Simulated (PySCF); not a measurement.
C₆H₁₁N₂ (doublet state).
SMILES with atom numbers: `[H]/[N:5]=[C:4]([CH2:3][CH2:2][CH2:1])\[CH:6]=[N:7]/[CH3:8]` (hydrogens: H9, H10 on C1; H11, H12 on C2; H13, H14 on C3; H15 on N5; H16 on C6; H17, H18, H19 on C8)

Structure used (GFN2-xTB), in Å, numbered top down from 1:
```xyz
19
C6H11N2 angstrom
C     -2.6469    1.2542   -0.8359
C     -1.9657   -0.0383   -0.6879
C     -0.4603    0.1309   -0.4023
C      0.2170   -1.1753   -0.1182
N     -0.4776   -2.2323   -0.1872
C      1.6581   -1.2226    0.2519
N      2.5562   -0.3578    0.4292
C      2.4259    1.0585    0.3006
H     -2.5714    1.9932   -0.0608
H     -3.2281    1.4870   -1.7051
H     -2.3750   -0.6045    0.1605
H     -2.0939   -0.6572   -1.5753
H     -0.3254    0.7977    0.4531
H      0.0153    0.5988   -1.2683
H      0.0253   -3.0943    0.0177
H      2.0015   -2.2468    0.4154
H      3.4349    1.4735    0.3248
H      1.8687    1.4690    1.1468
H      1.9315    1.3754   -0.6207
```

The hyperfine couplings belong to this conformer and change with its torsions.

Theory: UKS B3LYP, pcH-1 on C H N, non-relativistic, mean-field spin-orbit, GIAO in PySCF. One conformer (not necessarily the lowest) at the GFN2-xTB geometry, without solvent, vibrations or thermal averaging. GFN2-xTB frequencies show an imaginary mode (51i cm⁻¹), so this geometry is no minimum at that level. Couplings are sensitive to structure, and on GFN2-xTB geometries they can be far from those on DFT ones. Stability of the SCF solution: not tested.

Break the g tensor into its mass correction, gauge correction and orbital-Zeeman/spin–orbit terms.

| Δg (ppm) | 1 | 2 | 3 |
| --- | --- | --- | --- |
| relativistic mass correction | -139 | -139 | -139 |
| gauge correction | 6 | 36 | 18 |
| orbital Zeeman/spin–orbit | -28 | 530 | 689 |
| total | -162 | 427 | 569 |

So g = 2.00216, 2.00275, 2.00289 and g_iso = 2.00260; the tensor is rhombic: the two nearest values differ by 19 % of g3 − g1. Axes: g2 points within 9° of the C1–C2 bond.

At 9.741 GHz, how far is the centre of the isotropic spectrum from where a free electron (g = 2.002319) resonates?

B = hν/(g μB) with μB/h = 13.99624 MHz/mT gives 347.58 mT for the free electron and 347.53 mT at g_iso, 0.05 mT lower.

How much does each term add to the isotropic shift?

The orbital-Zeeman/spin–orbit term 397, the mass correction -139 and the gauge correction 20 ppm, for a total of 278 ppm. The orbital-Zeeman/spin–orbit term is the largest in size. The mass correction is the same along every axis, so the anisotropy comes from the other two: their spans along these axes are 31 (gauge) and 718 ppm (orbital Zeeman/spin–orbit).

In a frozen sample, at which fields do the three g values resonate at 9.5, 34, 94 and 263 GHz (hyperfine left aside), and which band first spreads them over more than twice a line width of 1.0 mT?

| band | GHz | B(g3) mT | B(g2) mT | B(g1) mT | spread mT |
| --- | --- | --- | --- | --- | --- |
| X | 9.5 | 338.89 | 338.91 | 339.01 | 0.12 |
| Q | 34.0 | 1212.86 | 1212.95 | 1213.30 | 0.44 |
| W | 94.0 | 3353.20 | 3353.44 | 3354.43 | 1.22 |
| J | 263.0 | 9381.83 | 9382.49 | 9385.25 | 3.42 |

The spread grows in proportion to the frequency. J band is the first where it exceeds 2.0 mT.

The largest Mulliken spin populations are on C1 (+1.08) and C2 (-0.09). C1 is the only atom above +0.15. The positive populations add up to 1.19 and the negative ones to -0.19, together 2S = 1. The angles at C1 add up to 360.0°, so it is planar; its axial dipolar tensor and the negative couplings of its protons fit spin in a p orbital normal to that plane.

The HOMO–LUMO gaps are 3.74 eV among the α and 4.86 eV among the β orbitals.

On one thread of an Arm Neoverse V1, on a shared host, this took 87 s of wall time (grids of density and orbitals included) and 0.97 GiB of memory at its peak.
